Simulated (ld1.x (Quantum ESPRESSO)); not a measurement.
Transferability test, PAW potential for thallium

thallium (Tl), PAW, made with ld1.x (Quantum ESPRESSO) 7.5 (PBE, scalar-relativistic). Core [Xe] 4f14, reference 5d10 6s2 6p0 (charge +1). Waves: 6s (bound): rcut 1.90, rcutus 2.05 bohr; 6s channel at 3.95 Ry: rcut 1.90, rcutus 2.05 bohr; 6p (bound, empty): rcut 2.45, rcutus 3.00 bohr; 6p channel at -0.15 Ry: rcut 2.45, rcutus 3.00 bohr; 5d (bound): rcut 1.30, rcutus 1.70 bohr; 5d channel at -0.6 Ry: rcut 1.30, rcutus 1.70 bohr. Local part: all-electron potential smoothed inside 1.70 bohr (lloc = -1). Core correction: Bessel-smoothed model core inside 1.00 bohr. Augmentation charge: BESSEL, radius 1.40 bohr.

Energies are relative to the spin-unpolarised reference configuration 5d10 6s2 6p0; without spin polarisation the order of configurations can differ from experiment. Not all tests gave a result: test run stopped at test 6 of 7 (negative rho).

| valence configuration | charge | ΔE all-electron (eV) | error AE − PS (meV) |
| --- | --- | --- | --- |
| 5d10 6s2 6p1 | 0 | -5.167 | +10 |
| 5d10 6s1 6p0 | +2 | 20.780 | -9.0 |
| 5d10 6s0 6p0 | +3 | 50.920 | -21 |
| 5d10 6s0 6p3 | 0 | 10.043 | +144 |

(1) What are ΔE and the potential's error for 5d10 6s2 6p1.3?

Note: ghost state, extra bound levels that the all-electron valence spectrum of the same l lacks: s at -67.3 eV. A true bound ghost makes a file unfit for plane-wave use.

## Answers

(1) ΔE = -5.661 eV all-electron; the error (AE − PS) is +13 meV.
